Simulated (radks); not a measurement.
Values are calculated unless marked as measured or tabulated.
Question: Code: a radial shooting solver on a logarithmic mesh with Libxc functionals. Model: scalar-relativistic Kohn-Sham, PBE, spin-polarised, spherical densities, point nucleus; open shells are filled with parallel spins first (spin-orbit coupling, left out, can overturn this in heavy ions). Each species is in its NIST ground configuration. Rank Pd3+, Ni3+, Pt3+ by mean radius of the outermost orbital (bohr), largest first.

Answer: Pt3+ 1.49, Pd3+ 1.31, Ni3+ 0.909.
